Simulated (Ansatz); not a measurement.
`C1=[CH][SnH2][CH2]1`. Charge 0, multiplicity 1. Sn: def2 effective core potential. Geometry: relaxed with PBE0-D4/def2-TZVP.

```xyz
10

C    -0.113    0.161    1.179
C    -0.989    0.831    0.422
Sn   -0.166    0.055   -1.385
C     0.861   -0.680    0.391
H    -0.084    0.201    2.270
H    -1.771    1.489    0.785
H     0.665    1.116   -2.438
H    -1.094   -1.041   -2.314
H     1.905   -0.380    0.505
H     0.785   -1.752    0.585
```

**Question.** What is the dipole moment at r2SCAN/def2-TZVPP? (Estimate.)

**Answer.** Computed: 0.40 D, with components (0.26, -0.20, 0.22) D in this frame, pointing from negative to positive charge.

**Question.** And with PBE, B3LYP, ωB97M-V? (Estimate.)

**Answer.** The calculation gave: PBE 0.41 D, B3LYP 0.36 D, ωB97M-V 0.30 D.

**Question.** Give the Mulliken charges with r2SCAN, PBE, ωB97M-V in def2-TZVPP. (Best estimate.)

**Answer.** The calculation gave: 
```csv
atom,r2SCAN,PBE,ωB97M-V
C1,0.08,-0.02,0.02
C2,-0.45,-0.35,-0.42
Sn3,0.77,0.68,0.65
C4,-0.40,-0.40,-0.51
H5,0.07,0.08,0.10
H6,0.04,0.06,0.08
H7,-0.13,-0.12,-0.09
H8,-0.13,-0.12,-0.09
H9,0.08,0.10,0.13
H10,0.08,0.10,0.13
```

B3LYP here is the variant with VWN-RPA as its local correlation; programs differ in this.
